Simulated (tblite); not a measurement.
Parent: `[CH2:1]=[N:2]/[N:3]=[CH:4]\[CH3:5]` with C1–N2–N3–C4 -101°, C3H6N2.

Computed geometry: GFN2-xTB, gas phase. One conformer each, not checked by frequencies here.

| coordinate of the parent | value |
| --- | --- |
| C1=N2 | 1.262 Å |
| N2–N3 | 1.280 Å |
| N3=C4 | 1.262 Å |
| C4–C5 | 1.497 Å |
| C1–N2–N3 | 129.8° |
| N2–N3–C4 | 131.5° |
| N3–C4–C5 | 126.5° |

Q: How does the shared frame change in `[CH2:1]=[N:2]/[N:3]=[C:4](/[CH3:5])[C:6]([CH3:7])([CH3:8])[CH3:9]` with C1–N2–N3–C4 -108°, C7H14N2? Atoms pair as C1 = C1, N2 = N2, N3 = N3, C4 = C4, C5 = C5 (parent first).

A: 
| parent | relative | value in the relative | change |
| --- | --- | --- | --- |
| C1=N2 | C1=N2 | 1.264 Å | +0.002 |
| N2–N3 | N2–N3 | 1.280 Å | 0.000 |
| N3=C4 | N3=C4 | 1.265 Å | +0.003 |
| C4–C5 | C4–C5 | 1.498 Å | +0.001 |
| C1–N2–N3 | C1–N2–N3 | 129.1° | -0.7 |
| N2–N3–C4 | N2–N3–C4 | 134.5° | +3.0 |
| N3–C4–C5 | N3–C4–C5 | 115.9° | -10.6 |

No shared bond changes by more than 0.004 Å. Bonds of the relative outside the shared frame: C4–C6 1.527, C6–C7 1.536, C6–C8 1.534, C6–C9 1.530 Å. Point group C1 → C1.

Q: How does the shared frame change in `[CH3:1]/[CH:2]=[N:3]\[N:4]=[CH:5]/[CH:6]([CH3:7])[CH3:8]` with C2–N3–N4–C5 -102°, N4–C5–C6–C7 111°, C6H12N2? Atoms pair as C1 = C5, N2 = N4, N3 = N3, C4 = C2, C5 = C1 (parent first).

A: 
| parent | relative | value in the relative | change |
| --- | --- | --- | --- |
| C1=N2 | C5=N4 | 1.263 Å | +0.001 |
| N2–N3 | N4–N3 | 1.289 Å | +0.009 |
| N3=C4 | N3=C2 | 1.263 Å | +0.001 |
| C4–C5 | C2–C1 | 1.497 Å | 0.000 |
| C1–N2–N3 | C5–N4–N3 | 129.7° | -0.1 |
| N2–N3–C4 | N4–N3–C2 | 129.7° | -1.8 |
| N3–C4–C5 | N3–C2–C1 | 126.7° | +0.2 |

Of the parent's bonds, N2–N3 changes most (+0.009 Å). Bonds of the relative outside the shared frame: C5–C6 1.505, C6–C7 1.531, C6–C8 1.529 Å. Point group C1 → C1.

Q: How does the shared frame change in `[CH3:1]/[CH:2]=[N:3]\[N:4]=[CH:5]\[CH3:6]` with C2–N3–N4–C5 -97°, C4H8N2? Atoms pair as C1 = C5, N2 = N4, N3 = N3, C4 = C2, C5 = C1 (parent first).

A: 
```csv
parent,relative,value in the relative,change
C1=N2,C5=N4,1.262 Å,0.000
N2–N3,N4–N3,1.292 Å,+0.012
N3=C4,N3=C2,1.263 Å,+0.001
C4–C5,C2–C1,1.497 Å,0.000
C1–N2–N3,C5–N4–N3,129.2°,-0.6
N2–N3–C4,N4–N3–C2,129.1°,-2.4
N3–C4–C5,N3–C2–C1,126.8°,+0.3
```

Of the parent's bonds, N2–N3 changes most (+0.012 Å). Bonds of the relative outside the shared frame: C5–C6 1.488 Å. Point group C1 → C1.

Q: How does the shared frame change in `[CH2:1]=[N:2]/[N:3]=[C:4](\[CH3:5])[CH:6]([CH3:7])[CH3:8]` with C1–N2–N3–C4 -101°, N3–C4–C6–C7 -128°, C6H12N2? Atoms pair as C1 = C1, N2 = N2, N3 = N3, C4 = C4, C5 = C5 (parent first).

A: 
```json
{"parent": "C1=N2", "relative": "C1=N2", "value in the relative": "1.262 Å", "change": "0.000"}
{"parent": "N2–N3", "relative": "N2–N3", "value in the relative": "1.288 Å", "change": "+0.008"}
{"parent": "N3=C4", "relative": "N3=C4", "value in the relative": "1.265 Å", "change": "+0.003"}
{"parent": "C4–C5", "relative": "C4–C5", "value in the relative": "1.503 Å", "change": "+0.006"}
{"parent": "C1–N2–N3", "relative": "C1–N2–N3", "value in the relative": "128.3°", "change": "-1.5"}
{"parent": "N2–N3–C4", "relative": "N2–N3–C4", "value in the relative": "131.0°", "change": "-0.5"}
{"parent": "N3–C4–C5", "relative": "N3–C4–C5", "value in the relative": "123.4°", "change": "-3.1"}
```

Of the parent's bonds, N2–N3 changes most (+0.008 Å). Bonds of the relative outside the shared frame: C4–C6 1.507, C6–C7 1.529, C6–C8 1.532 Å. Point group C1 → C1.
